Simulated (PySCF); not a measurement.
# Correlation energy of Zn+ (zinc, charge +1)

[Ar] 3d10 4s1, 2S determinant. Calculation: PySCF 2.14, in aug-cc-pVDZ-DK; the spin-free X2C one-electron Hamiltonian (Gaussian nucleus). Frozen: [Ar]; 11 electrons correlated.

```
  level  correlation energy (mhartree)
   CCSD                        -377.26
    (T)                          -8.35
CCSD(T)                        -385.61
```

Diagnostics: T1 = 0.013, D1 = 0.0318, largest double amplitude 0.018.

Problem. Is a single reference adequate?

Solution. Yes: T1 lies below 0.03 and no double amplitude reaches 0.07.
